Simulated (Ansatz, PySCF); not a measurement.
Breaking a bond: CSe, singlet.

Computed with: UHF/cc-pVTZ (PySCF); RHF/cc-pVTZ (PySCF); UKS-PBE0 = PySCF with unrestricted PBE0/cc-pVTZ; RKS-PBE0 = restricted PBE0/cc-pVTZ in PySCF; UKS-CAM-B3LYP = unrestricted CAM-B3LYP/cc-pVTZ (PySCF); RKS-CAM-B3LYP = restricted CAM-B3LYP/cc-pVTZ in PySCF; UKS-PBE = Ansatz (an electronic-structure program) with unrestricted PBE/cc-pVTZ; RKS-PBE = Ansatz with restricted PBE/cc-pVTZ; UKS-B3LYP/6-31G* = unrestricted B3LYP/6-31G*, spherical d run with PySCF; RKS-B3LYP/6-31G* = restricted B3LYP/6-31G*, spherical d (PySCF 2.14.0); UKS-M06-2X/6-31G* = unrestricted M06-2X/6-31G*, spherical d (PySCF); RKS-M06-2X/6-31G* = restricted M06-2X/6-31G*, spherical d run with PySCF.

Scanned distances (Å): 1.24, 1.33, 1.44, 1.47, 1.57, 1.61, 1.67, 1.69, 1.78, 1.85, 1.94, 2.06, 2.28, 2.50, 2.70, 3.00, 3.36, 3.71, 4.09, 4.56, 5.04, 5.84, 6.71.

Question: Where does the unrestricted solution first break spin symmetry (<S²> of 0.01 or more)?

Answer: UHF: between 1.61 and 1.67 Å; UKS-PBE0: between 1.94 and 2.06 Å; UKS-CAM-B3LYP: between 1.94 and 2.06 Å; UKS-PBE: between 2.06 and 2.28 Å; UKS-B3LYP/6-31G*: between 2.06 and 2.28 Å; UKS-M06-2X/6-31G*: between 1.94 and 2.06 Å.

```csv
R / Å,<S²> UHF,E(RHF) − E(UHF) / mEh,<S²> UKS-PBE0,E(RKS-PBE0) − E(UKS-PBE0) / mEh,<S²> UKS-CAM-B3LYP,E(RKS-CAM-B3LYP) − E(UKS-CAM-B3LYP) / mEh,<S²> UKS-PBE,E(RKS-PBE) − E(UKS-PBE) / mEh,<S²> UKS-B3LYP/6-31G*,E(RKS-B3LYP/6-31G*) − E(UKS-B3LYP/6-31G*) / mEh,<S²> UKS-M06-2X/6-31G*,E(RKS-M06-2X/6-31G*) − E(UKS-M06-2X/6-31G*) / mEh
1.24,0.00,0.0,0.00,0.0,0.00,0.0,0.00,0.0,0.00,0.0,0.00,0.0
1.33,0.00,0.0,0.00,0.0,0.00,0.0,0.00,0.0,0.00,0.0,0.00,0.0
1.44,0.00,0.0,0.00,0.0,0.00,0.0,0.00,0.0,0.00,0.0,0.00,0.0
1.47,0.00,0.0,0.00,0.0,0.00,0.0,0.00,0.0,0.00,0.0,0.00,0.0
1.57,0.00,0.0,0.00,0.0,0.00,0.0,0.00,0.0,0.00,0.0,0.00,0.0
1.61,0.00,0.0,0.00,0.0,0.00,0.0,0.00,0.0,0.00,0.0,0.00,0.0
1.67,0.08,0.1,0.00,0.0,0.00,0.0,0.00,0.0,0.00,0.0,0.00,0.0
1.69,0.14,0.3,0.00,0.0,0.00,0.0,0.00,0.0,0.00,0.0,0.00,0.0
1.78,0.41,2.5,0.00,0.0,0.00,0.0,0.00,0.0,0.00,0.0,0.00,0.0
1.85,0.59,6.2,0.00,0.0,0.00,0.0,0.00,0.0,0.00,0.0,0.00,0.0
1.94,0.82,14.7,0.00,0.0,0.00,0.0,0.00,0.0,0.00,0.0,0.00,0.0
2.06,1.02,30.1,0.20,0.5,0.24,0.7,0.00,0.0,0.00,0.0,0.15,0.2
2.28,1.34,63.3,0.81,8.6,0.79,10.9,0.34,1.1,0.60,4.6,0.95,13.7
2.50,1.61,96.8,1.23,23.7,1.09,30.5,0.84,8.0,1.06,16.2,1.57,33.4
2.70,1.99,120.0,1.59,40.4,1.39,51.8,1.17,16.7,1.31,30.2,1.81,57.0
3.00,2.01,141.0,1.87,68.0,1.71,82.1,1.52,30.4,1.56,52.5,1.95,90.0
3.36,2.02,153.8,1.98,98.2,1.89,102.2,1.75,44.3,1.66,55.5,2.00,108.1
3.71,2.02,160.0,2.01,116.1,2.00,111.1,1.87,54.2,1.85,73.6,2.01,116.8
4.09,2.02,163.3,2.01,124.0,2.01,116.4,1.95,62.2,1.93,84.5,2.01,123.1
4.56,2.02,165.1,2.01,128.5,2.01,119.9,2.00,69.7,1.98,89.7,2.01,127.5
5.04,2.02,166.0,2.01,131.0,2.01,121.5,2.01,74.5,2.00,92.3,2.01,129.6
5.84,2.02,166.7,2.01,132.8,2.01,122.5,2.01,78.4,2.01,94.7,2.01,130.7
6.71,2.02,166.9,2.01,133.6,2.01,122.7,2.01,79.9,0.00,—,2.01,131.0
```

A dash means that the run gave no value there, or that the column was ended at a point which the program doubted or which failed a test of continuity chosen for this set; such a test can also cut sound points.
